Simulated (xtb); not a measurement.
C₃H₃BFNO, SMILES O1C[C@H](B1F)C#N. All values are semi-empirical tight-binding results from xtb (GFN2-xTB unless named), good for trends rather than for accurate numbers. Geometry: GFN2-xTB. The structure was generated by enumeration; whether it is a known compound was not checked.

Computed properties:
```json
{
  "orbital_gap": "5.46 eV",
  "dipole_moment": "3.62 D",
  "zero_point_energy": "39.6 kcal/mol",
  "G − E(el) at 298.15 K (modified RRHO)": "20.4 kcal/mol",
  "static polarisability (D4 model)": "52.1 bohr³",
  "solvation energy, GFN2-xTB/ALPB(water)": "-6.4 kcal/mol",
  "solvation energy, GFN2-xTB/ALPB(acetone)": "-7.5 kcal/mol"
}
```

Problem. Give the IR lines (harmonic; lines under 4 % of the strongest left out, lines within 3 cm⁻¹ merged). (An estimate is asked for; the answer gives what the named calculation found.)

Solution. ν (cm⁻¹): 576 (w), 780 (w), 1033 (w), 1059 (w), 1128 (s), 1262 (m), 1411 (vs), 1455 (w), 2402 (s), 2990 (w) (against the strongest line: vs over 80 %, s over 45 %, m over 15 %, w over 4 %, vw less)
